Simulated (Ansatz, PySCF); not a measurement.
Input for PySCF:
```python
from pyscf import gto, scf, dft

mol = gto.Mole()
mol.atom = '''
    Ti    0.109145    0.562958    0.360363
    Cl    1.801908   -0.380749   -0.500030
    Cl   -0.787076   -1.073990    1.367088
    Cl   -1.156078    0.726205   -1.333409
'''
mol.basis = 'sto-3g'
mol.charge = 1
mol.spin = 0
mol.verbose = 4
mol.build()

mf = dft.RKS(mol)
mf.xc = 'camb3lyp'
mf.grids.atom_grid = (99, 590)
mf.grids.prune = None
mf.kernel()
```

Question: Convert this to an input for Ansatz (a program for electronic structure).

Answer: Several could match; the one computed here: 
Ansatz 0.2 input:
```yaml
crystal:
  periodic: [false, false, false]
  atoms:
    - {symbol: Ti, position_ang: [0.10914501, 0.56295754, 0.36036279]}
    - {symbol: Cl, position_ang: [1.80190768, -0.38074871, -0.50003049]}
    - {symbol: Cl, position_ang: [-0.78707573, -1.07398983, 1.36708778]}
    - {symbol: Cl, position_ang: [-1.15607844, 0.72620526, -1.33340913]}
basis:
  gaussian:
    orbitals: STO-3G
hamiltonian:
  xc: cam_b3lyp
total_charge: 1
accuracy: high
```

Both were run: PySCF gave -2206.229826 Eh and Ansatz -2206.229827 Eh, 0.000 mEh apart.
